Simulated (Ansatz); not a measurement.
A structure relaxed at PBE-D4/def2-SVP in Ansatz, charge 0, doublet:

```xyz
41

Si   -0.712   -4.038    0.730
Si    1.038   -1.784   -2.333
Si   -2.439    2.883    0.331
Si   -0.027    1.695   -2.283
B    -1.221   -0.492    0.316
Si    2.081   -1.498    1.383
Si    1.094    2.101    1.340
Si    3.582    0.808   -1.256
Si   -2.232   -2.207    0.840
Si   -2.925    0.581    0.745
Si   -0.788   -0.454   -1.636
Si    1.277   -3.642    1.919
Si    2.818   -1.382   -0.846
Si   -1.803    3.189   -1.909
Si   -0.690    3.580    1.737
Si    1.784    2.289   -0.901
Si    0.214   -0.072    1.637
H    -1.467   -5.204    1.325
H    -0.424   -4.350   -0.714
H     1.461   -1.345   -3.715
H     0.704   -3.252   -2.399
H    -3.732    3.601    0.655
H     0.407    1.703   -3.730
H     3.198   -1.095    2.316
H     2.256    2.345    2.273
H     4.077    0.922   -2.677
H     4.719    1.154   -0.327
H    -3.388   -2.533   -0.076
H    -2.770   -2.190    2.250
H    -4.116    0.206   -0.105
H    -3.360    0.490    2.188
H    -1.976   -0.781   -2.515
H     2.276   -4.725    1.589
H     0.966   -3.709    3.392
H     3.936   -2.376   -1.066
H    -2.962    2.895   -2.827
H    -1.376    4.623   -2.108
H    -0.314    5.001    1.389
H    -1.124    3.533    3.180
H     2.206    3.712   -1.189
H    -0.246   -0.182    3.076
```

Give its formula.

Si16BH24, a doped nanocrystal cut from the lattice of silicon (B on an inner site).

Summarise the bond lengths by kind (pairs closer than 1.2 times the sum of covalent radii, bridged metal pairs left out).

18 × Si–Si 2.35 to 2.39 Å; 4 × B–Si 2.00 to 2.06 Å; 24 × H–Si 1.51 Å.

Single mean-field runs in def2-SVP are fitted with def2-universal-jkfit.
